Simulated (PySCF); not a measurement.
## Bond length, frequency and bond energy of ScC by level of theory

State: ⁴Π (quartet), unpaired electrons σ ↑↑, π ↑. Set-up: basis Sc def2-TZVPP, C def2-TZVPP; no relativity; PySCF 2.14. De refers to Sc (3d1 4s2) + C in their high-spin ground configurations, without counterpoise correction. The functionals are run spin-unrestricted. A positive dipole means Sc(−)C(+).

```csv
Level,Re (Å),ωe (cm⁻¹),De (eV),μ (D),"CPU s a point (SCF and correlation, without the integrals)"
ROHF,1.886,825,n/a,-4.17,1.5
ROHF-MP2,1.858,832,n/a,n/a,2.7
ROHF-SCS-MP2,1.873,799,n/a,n/a,n/a
ROHF-CCSD,1.889,776,2.52,n/a,n/a
ROHF-CCSD(T),1.907,749,2.90,n/a,120
LDA,1.853,795,4.74,-3.55,2.1
PBE,1.877,769,4.04,-3.57,2
revPBE,1.885,758,3.80,-3.55,1.3
BLYP,1.893,748,3.61,-3.67,1.2
r²SCAN,1.873,784,3.71,-3.73,3.1
B3LYP,1.872,787,3.17,-3.86,3.6
PBE0,1.857,815,3.41,-3.77,4.2
HSE06,1.859,812,3.39,-3.82,3.8
```

Problem. Which functional lies closest to ROHF-CCSD(T) in De, which farthest, and by how much do they differ from it?

Solution. Closest is B3LYP (-3.5 pm in Re, +5.1 % in ωe, +0.27 eV in De against ROHF-CCSD(T) in the same basis), farthest LDA (-5.4 pm in Re, +6.1 % in ωe, +1.84 eV in De). CCSD(T) converges more slowly with the basis than the functionals do and binds too weakly in this one, so the order can change at the basis-set limit.

Problem. What does the step from GGA to meta-GGA do here, going from PBE to r²SCAN?

Solution. r²SCAN less PBE: -0.4 pm in Re, +2.0 % in ωe, -0.33 eV in De. 

Problem. What does the gradient correction do here, going from LDA to PBE?

Solution. PBE less LDA: +2.4 pm in Re, -3.3 % in ωe, -0.70 eV in De. The gradient correction favours the more uneven density of free atoms, so it tends to lengthen bonds and takes away much of the overbinding of LDA; so it does here.

Correlated steps freeze 6 core orbitals. The metal atom is held in its measured ground configuration; semilocal functionals can put another filling of s and d lower by some tenths of an eV, and De to that atom would be smaller. Counting both spins, an empty level lies below a filled one in some of these solutions, because spin and occupation are held. The CCSD T1 diagnostic is raised, a sign that a single reference may not be enough here. The state is the lowest single determinant that the PBE0 search found; with open d or f shells the true ground state can be another one.

The whole job (state search and all levels along the bond) took about 25 min on 1 thread of Arm Neoverse V1 (shared host), peak memory 4 GiB.
